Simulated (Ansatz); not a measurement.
System: SnCl, charge 0, doublet. SnCl (SMILES [Cl][Sn], doublet).
B3LYP-D3(BJ)/def2-TZVP minimum from Ansatz (a program for electronic structure):
```
Sn
Cl 1 2.3937
```
Charge 0, spin multiplicity 2.

Wanted: atomisation energy (electronic, to ground-state atoms), in kcal/mol. Open shells are spin-unrestricted; no spin-orbit coupling. Correlated methods leave the cores frozen (noble-gas shells, and filled d and f shells in the p block). Past Kr the def2 sets carry scalar-relativistic core potentials. CBS(X,Y): correlation extrapolated as X^-3, Hartree-Fock from the larger set. A bracket is a step between two methods taken in the basis named. Spin-orbit terms, left out, reach several kcal/mol for Br and I, and more for heavier atoms.

CCSD(T)/CBS(def2-TZVPP,def2-QZVPP) + [CCSDT(Q) - CCSD(T)]/def2-QZVPP + [CCSDTQ - CCSDT(Q)]/def2-SVP (Ansatz) gives 91.3 kcal/mol.

Task: What does PBE/def2-TZVPD (Ansatz) give here, and how do the other levels compare?

Result: PBE gives 95.0 kcal/mol, 3.7 kcal/mol above it. Differences of the others: B3LYP/def2-TZVPD (Ansatz) -1.3; PBE0/def2-TZVPD (Ansatz) -0.1; B2PLYP/def2-TZVPD (Ansatz) -1.5; CCSD(T)/CBS(def2-TZVPP,def2-QZVPP) (Ansatz) 0.0 kcal/mol.
